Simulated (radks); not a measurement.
Problem. The manganese ion Mn+, [Ar] 3d5 4s1. Calculated with a radial shooting solver on a logarithmic mesh with Libxc functionals: non-relativistic Kohn-Sham, exchange-only B88, spin-polarised, spherical densities, point nucleus. Every spin shell is full or empty, so the densities are truly spherical. Functionals are evaluated on that one density, not self-consistently. Rank these exchange functionals by their error against the exact value of the orbitals, and give that value: LDA, PBE, PW86, OPTX, WC, AM05, SOGGA, revTPSS, SCAN, Tao-Mo, TASK, MVS.

Solution. Exact: -50.7540 hartree. From best to worst, with 100 (|E| - |E exact|)/|E exact| (equal figures are ties): MVS +0.04, Tao-Mo -0.26, PBE -0.28, SCAN +0.42, PW86 +0.47, revTPSS -0.48, OPTX +0.63, WC -1.04, TASK -2.64, SOGGA -2.80, AM05 -5.76, LDA -6.43.
